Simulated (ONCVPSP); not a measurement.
# Pseudopotential generation for C: ONCV, PBE, scalar-relativistic.

C (Z = 6), optimised norm-conserving Vanderbilt (ONCV), made with ONCVPSP 4.0.1 (PBE, scalar-relativistic). Core [He], reference 2s2 2p2. Waves: 2s: rc 1.00 bohr, ncon 4, nbas 8, qcut 8.1 1/bohr, local; 2p: rc 2.30 bohr, ncon 5, nbas 9, qcut 7.1 1/bohr, 3 projectors, debl 2 Ha; d scattering state at 0.03 Ha: rc 1.90 bohr, ncon 5, nbas 9, qcut 5.9 1/bohr, 2 projectors, debl 4 Ha. Local part: the s channel. Core correction: Teter function fitted to the true core (icmod 2), fcfact 0.7.

Question: Estimate the cutoffs (Ha) at which the residual kinetic energy of the hardest occupied pseudo-wave falls to 1 and 0.1 mHa per electron.

Answer: 21 Ha and 27 Ha.

Question: What does a ghost test show?

Answer: No bound ghost flagged; no localised positive-energy state flagged.

Question: Which valence shell sets the plane-wave cutoff?

Answer: 2s: 21 Ha for 1 mHa per electron, against 14 Ha for 2p.

Question: Tests: 2s2 2p1; 2s2 2p0; 2s1 2p0; 2s0 2p4. Which has the largest error in its energy relative to the reference configuration, and how large is it?

Answer: 2s1 2p0, with +664 meV (all-electron minus pseudo) on +83.21 eV.
